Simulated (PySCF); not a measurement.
A calculated (LDA, PySCF 2.14, aug-cc-pwCVTZ, no relativity, point nucleus) atom or ion has these occupied shells.

```csv
shell,electrons,orbital energy (eV),"rms radius, mean of both spins (bohr)"
1s α,1,-6942.9,0.0685
1s β,1,-6942.8,0.0685
2s α,1,-831.58,0.294
2s β,1,-828.66,0.294
2p α,3,-722.04,0.263
2p β,3,-719.80,0.263
3s α,1,-119.00,0.876
3s β,1,-113.20,0.876
3p α,3,-86.861,0.924
3p β,3,-81.159,0.924
3d α,5,-34.340,1.12
4s α,1,-23.353,2.53
```

(1) Name the element and its charge.

Results:

(1) Fe²⁺ (iron, charge +2), in [Ar] 3d5 4s1, high-spin 7S determinant (an excited configuration).
